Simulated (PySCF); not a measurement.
Q: Give a PBE0-D3(BJ)/def2-SVP geometry of `[Se]=[PH]1CC1`.

A: 
```
atom  x, y, z in Å
Se1    2.5318    1.1602   -0.7230
P2     0.9102    0.3757    0.3203
C3    -0.2327   -0.9310   -0.1992
C4    -0.8470    0.4656   -0.1122
H5     0.9333    0.2968    1.7342
H6    -0.5383   -1.6829    0.5355
H7    -0.0581   -1.3300   -1.2036
H8    -1.5750    0.6689    0.6798
H9    -1.0657    0.9663   -1.0608
```

Orientation and origin are arbitrary. Atoms count from 1 in this order. The 3-membered ring P2–C3–C4 has internal angles of 49.9° to 65.1°. P2 (phosphorus bonded to 2 C, Se and H) has angles from 49.9° to 128.3°.

Bonds between heavy atoms (Å): Se1=P2 2.082, P2–C3 1.812, C3–C4 1.528, P2–C4 1.812.

Theory: PBE0-D3(BJ)/def2-SVP geometry optimisation, gas phase in PySCF 2.14.0.

Point group: Cs (every atom within 0.08 Å of its image). Stationary, but not proved a minimum.

Time: 26 s of wall time; peak memory 0.42 GiB. Hardware: Arm Neoverse V2, one thread, shared host with 192 logical CPUs at a one-minute load of 29. These figures are those of the optimisation.
